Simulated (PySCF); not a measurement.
Species: C₄H₅FN₂O.
Numbering: `[F:1][CH2:2][O:3][c:4]1[cH:5][cH:6][n:7][nH:8]1` (hydrogens: H9, H10 on C2; H11 on C5; H12 on C6; H13 on N8)

Structure used (PBE0-D3(BJ)/def2-SVP), in Å, numbered top down from 1:
```xyz
13
C4H5FN2O angstrom
F     -2.8928   -0.3127   -1.6464
C     -1.9316   -0.5046   -0.7324
O     -0.8787    0.3464   -1.0678
C      0.1835    0.2964   -0.2569
C      0.5029   -0.4473    0.8665
C      1.7969    0.0219    1.2071
N      2.2270    0.9559    0.3794
N      1.2319    1.1105   -0.5019
H     -2.3175   -0.2530    0.2738
H     -1.5938   -1.5579   -0.7635
H     -0.0923   -1.2067    1.3657
H      2.4252   -0.2985    2.0379
H      1.3103    1.7742   -1.2615
```

Computed with PySCF at CAM-B3LYP/def2-SVPD, non-relativistic, on one gas-phase PBE0-D3(BJ)/def2-SVP geometry that isn't relaxed in the solvent. The solvent is an IEF-PCM continuum (van der Waals radii × 1.2), and excitations are vertical TDDFT with non-equilibrium linear response and a frozen core. Specific hydrogen bonds and non-electrostatic terms are outside this model.

Gas-phase singlets (H = HOMO, L = LUMO):

```
state  E (eV)  λ (nm)      f  leading configurations
   S1   6.532     190  0.018       H→L 81%, H→L+2 9%
   S2   6.690     185  0.167               H→L+1 89%
   S3   7.060     176  0.006               H→L+2 78%
   S4   7.122     174  0.019  H-1→L+1 58%, H→L+7 22%
   S5   7.156     173  0.010             H-2→L+1 92%
```

Question: What are the lowest 5 singlets in chloroform (ε = 4.711)?

Answer: 
```tsv
state	E (eV)	λ (nm)	f	leading configurations	change by rank (eV)
S1	6.594	188	0.226	H→L+1 90%	+0.062
S2	6.658	186	0.020	H→L 78%, H→L+3 10%	-0.032
S3	7.107	174	0.036	H-1→L+1 65%, H→L+5 15%	+0.047
S4	7.289	170	0.005	H-2→L+1 86%	+0.167
S5	7.350	169	0.015	H→L+3 42%, H→L+2 28%	+0.194
```

Question: The ground-state energy changes by -0.283 eV from gas to chloroform. By how much does the total energy of gas-phase S2 change?

Answer: E(S2) = E(S0) + excitation energy, so it changes by -0.283 − 0.096 = -0.379 eV: it is lowered more than the ground state, which is what a red shift means. This is the vertical state, with the slow part of the continuum still set for S0.

Question: How do the frontier levels move from gas to chloroform?

Answer: 
```
orbital  gas (eV)  solvent (eV)  change (eV)                   Löwdin shares, gas                Löwdin shares, solvent
 LUMO+2      1.79          2.03        +0.24   H13 29 %, O3 29 %, N8 10 %, C4 8 %  C6 23 %, H12 14 %, H11 13 %, C5 12 %
 LUMO+1      1.60          1.64        +0.04   N7 25 %, C6 18 %, N8 17 %, C4 16 %    N7 26 %, C6 19 %, N8 17 %, C4 16 %
   LUMO      1.15          1.41        +0.26  C2 31 %, H10 12 %, H9 12 %, C5 10 %     C2 30 %, C4 11 %, O3 10 %, H9 9 %
   HOMO     -8.16         -8.12        +0.04   N7 27 %, C4 18 %, O3 17 %, C5 17 %    N7 26 %, O3 18 %, C4 18 %, C5 18 %
 HOMO-1     -9.11         -9.03        +0.08    N8 30 %, C5 25 %, C6 25 %, N7 7 %     N8 30 %, C6 25 %, C5 24 %, N7 7 %
 HOMO-2     -9.94        -10.06        -0.12    N7 64 %, C6 12 %, N8 10 %, C5 6 %     N7 62 %, C6 12 %, N8 10 %, C5 6 %
 HOMO-3    -11.40        -11.20        +0.20  O3 24 %, C2 20 %, F1 18 %, H10 10 %   O3 22 %, C2 21 %, F1 18 %, H10 10 %
```

The HOMO–LUMO gap goes from 9.32 to 9.53 eV. Rows go by rank; for LUMO, LUMO+1 and LUMO+2 the atom shares or the degeneracy differ between the runs, so the row needn't follow one orbital.
